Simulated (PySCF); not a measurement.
Cl₂Si, neutral, multiplicity 1. Atoms are numbered in the order given.

```xyz
3

Si     0.0000     0.0000     0.9328
Cl     0.0000     1.6067    -0.3841
Cl     0.0000    -1.6067    -0.3841
```

Coordinates come from a PBE0-D3(BJ)/def2-TZVP optimisation. The isomer is the one that the SMILES or the coordinates give; other isomers of the formula were not compared.

All values below come from TDDFT-ωB97X/def2-SVPD run with PySCF.

Vertical excitations. Isolated molecule, no solvent. State labels are in the subgroup C2v.

### Question
Give excitation energies, oscillator strengths and character. (Estimate from the structure and the level; the computed values follow.)

### Answer

| state | symmetry | energy (eV) | λ (nm) | f | main pairs |
|---|---|---|---|---|---|
| S1 | B1 | 3.87 | 321 | 0.035 | HOMO→LUMO 100 % |
| S2 | A2 | 5.34 | 232 | 0.000 | HOMO−1→LUMO 99 % |
| S3 | B2 | 6.17 | 201 | 0.008 | HOMO−2→LUMO 85 % |
| S4 | B1 | 6.78 | 183 | 0.009 | HOMO−4→LUMO 98 % |
| S5 | A1 | 6.80 | 182 | 0.090 | HOMO→LUMO+2 69 %, HOMO−3→LUMO 26 % |
| S6 | B2 | 7.11 | 174 | 0.361 | HOMO→LUMO+1 81 % |
| S7 | A1 | 7.24 | 171 | 0.191 | HOMO−3→LUMO 67 %, HOMO→LUMO+2 23 % |
| S8 | A2 | 7.64 | 162 | 0.000 | HOMO−5→LUMO 97 % |
| S9 | A1 | 7.98 | 155 | 0.001 | HOMO→LUMO+3 89 % |
| S10 | A1 | 8.44 | 147 | 0.058 | HOMO−1→LUMO+1 90 % |
| T1 | B1 | 2.36 | 525 | 0 | HOMO→LUMO 96 % |
| T2 | A2 | 5.22 | 238 | 0 | HOMO−1→LUMO 98 % |
| T3 | B2 | 5.38 | 231 | 0 | HOMO→LUMO+1 89 % |
| T4 | B2 | 5.50 | 225 | 0 | HOMO−2→LUMO 97 % |
Triplets are in the Tamm–Dancoff approximation, which puts them higher than full response would, so one can lie above its singlet here.
